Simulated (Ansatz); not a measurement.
`[CH3][Hf]([OH])([OH])[F]` and `[CH3][Ti]([OH])([OH])[F]` differ in one element.

Ansatz, PBE0-D4/def2-TZVP geometries, multiplicity 1. Each molecule was computed in one conformer, which needn't be the lowest.

Elements past krypton have def2 core potentials. Scalar relativity is left out up to krypton.

```csv
property,`[CH3][Hf]([OH])([OH])[F]`
HOMO energy (PBE/def2-TZVPP) / eV,-6.26
HOMO–LUMO gap (PBE/def2-TZVPP) / eV,5.48
LUMO energy (B3LYP/def2-TZVPP) / eV,-0.42
zero-point energy (PBE0-D4/def2-TZVP) / kJ/mol,160.1
LUMO energy (PBE0/def2-TZVPP) / eV,-0.10
LUMO energy (PBE/def2-TZVPP) / eV,-0.79
```

(1) Give the same properties after the change, and the shifts. (Best estimate.)

Results:

(1) Ansatz gave: 
```csv
property,`[CH3][Ti]([OH])([OH])[F]`,shift
HOMO energy (PBE/def2-TZVPP) / eV,-6.46,-0.20
HOMO–LUMO gap (PBE/def2-TZVPP) / eV,3.87,-1.61
LUMO energy (B3LYP/def2-TZVPP) / eV,-1.78,-1.36
zero-point energy (PBE0-D4/def2-TZVP) / kJ/mol,164.5,4.4
LUMO energy (PBE0/def2-TZVPP) / eV,-1.46,-1.36
LUMO energy (PBE/def2-TZVPP) / eV,-2.58,-1.79
```

With PBE0 the HOMO falls by 0.33 eV and the LUMO falls by 1.36 eV, so the gap narrows by about 1.03 eV. PBE moves the HOMO by -0.20 eV and ωB97M-V by -0.41 eV.

Positive LUMOs are unbound, so they and the gaps depend on the basis.

B3LYP here is the variant with VWN-RPA as its local correlation; programs differ in this.
